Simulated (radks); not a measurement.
Spherical jellium clusters: N electrons in a uniform positive sphere of charge N and radius rs N^(1/3), rs = 4.3 bohr. Method: non-relativistic Kohn-Sham, LDA (Slater exchange, Perdew-Wang correlation), spin-polarised, spherical densities; computed with a radial shooting solver with Libxc functionals. Levels are named by radial order and angular momentum (1s, 1p, 1d, 2s, ...), and open shells are averaged over m.

N = 18, configuration 1s2 1p6 1d10. This is the lowest configuration that the search found. Occupied and some empty levels:

level  occupation  eigenvalue (eV)  <r> (bohr)
1s              2          -4.6164       6.759
1p              6          -3.8474       8.252
1d             10          -2.9330       9.248
2s              0          -2.6333       7.669
1f              0          -1.8880       10.13
2p              0          -1.4239       9.536

Energy (eV): total -33.7657, kinetic 27.155, external -928.49, Hartree 460.04, exchange-correlation -61.884, background 469.41. Static polarisability (adiabatic kernel): 1863 bohr^3, against R^3 = 1431 for a classical metal sphere.

Electron density:

r (bohr)  n(r) (e/bohr^3)
1.26             0.001590
2.62             0.001925
3.97             0.002504
5.33             0.003192
6.68             0.003673
8.03             0.003539
9.39             0.002630
10.7             0.001406
12.1            0.0005426
13.4            0.0001718
14.8           0.00004793
16.2           0.00001260
17.5            3.184e-06
